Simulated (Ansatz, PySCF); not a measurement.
Reaction (SMILES): CC[SiH3] -> C[CH][SiH3] + H atom (the C-H bond at the site shown breaks; other sites are not compared here)
Geometries: B3LYP-D3(BJ)/def2-TZVP minima from Ansatz (an electronic-structure program).

Quantity: bond dissociation energy (0 K, with B3LYP-D3(BJ) harmonic zero-point energies from PySCF), in eV. Valence correlation only, unless marked. Open shells are spin-unrestricted. Spin-orbit coupling is left out. Non-relativistic. Basis-set limits of correlation are two-point, X^-3; Hartree-Fock from the larger set.

```
level               program  bond dissociation energy (eV)
------------------  -------  -----------------------------
HF/6-31G*            Ansatz                           3.01
HF/aug-cc-pV(Q+d)Z   Ansatz                           2.99
```

Task: What does CCSD(T)/CBS(aug-cc-pV(T+d)Z,aug-cc-pV(Q+d)Z) (Ansatz) give?

Result: 4.13 eV
